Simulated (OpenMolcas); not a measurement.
## B²⁺: CASPT2 settings compared

```yaml
Program: OpenMolcas 26.06
Basis: ANO-RCC-VDZ [3s2p]
Scalar_Hamiltonian: DKH4, point nucleus
Active_space: 1 electron in 4 orbitals (2s 2p)
State_averaging: 2S+1 = 2 even, 1 root; 2S+1 = 2 odd, 3 roots
Spin-orbit_coupling: state interaction with AMFI integrals over the reference wave functions, term energies averaged over their components
```

Methods on the same reference wave functions:
A. CASSCF
B. SS-CASPT2, IPEA 0.6 Eh, real shift 0.25 Eh (closed shells correlated: 1s)
C. SS-CASPT2, IPEA 0.2 Eh, imaginary shift 0.4 Eh (closed shells correlated: 1s)
D. SS-CASPT2, IPEA 0.35 Eh, no level shift (closed shells correlated: 1s)

Energies in cm-1 above 2s 2S 1/2, the measured ground level; measured values from Moore, Atomic Energy Levels, vol. I, NSRDS-NBS 35 (1971 reprint of NBS Circular 467, 1949).

```csv
Level,A,B,C,D,Measured
2s 2S 1/2,0.0,0.0,0.0,0.0,0.0
2p 2P* 1/2,49045,49028,49029,49028,48358
2p 2P* 3/2,49076,49059,49059,49059,48393
```

Deviations, from unrounded energies. A percentage is the sum of absolute deviations over the sum of measured energies, with the sign that they share, or ± where signs differ.

```csv
Against measurement,Levels,A,B,C,D
mean absolute deviation (cm-1),2,680,670,670,670
other configurations (%),2,+1.4,+1.4,+1.4,+1.4
```

A, B, C, D lie about equally close to measurement. The largest miss of B in the table is 2p 2P* 1/2, by +670 cm-1. The ranking rests on the paired levels alone, and a cruder setting can come out closer through cancelling errors.

Among B to D no level of the table moves by more than 5 cm-1.

The lowest spin-free term lies below A's lowest term by 0.001 hartree in B, 0.001 hartree in C, 0.001 hartree in D.

With one active electron the reference holds no correlation, so core polarisation is missing (holds for A). With one active electron, CASPT2 adds the correlation within the correlated inactive shells and between them and that electron, and leaves the splitting within a term as the reference gives it (holds for B; C; D). Measured partners are found by configuration, term and J. A level has none where our copy of the source lacks it or the pairing is in doubt (some pairs that miss far off the trend of their configuration count as doubtful), and it then counts in no deviation. Levels of configurations outside the active space are missing.

* marks odd parity.
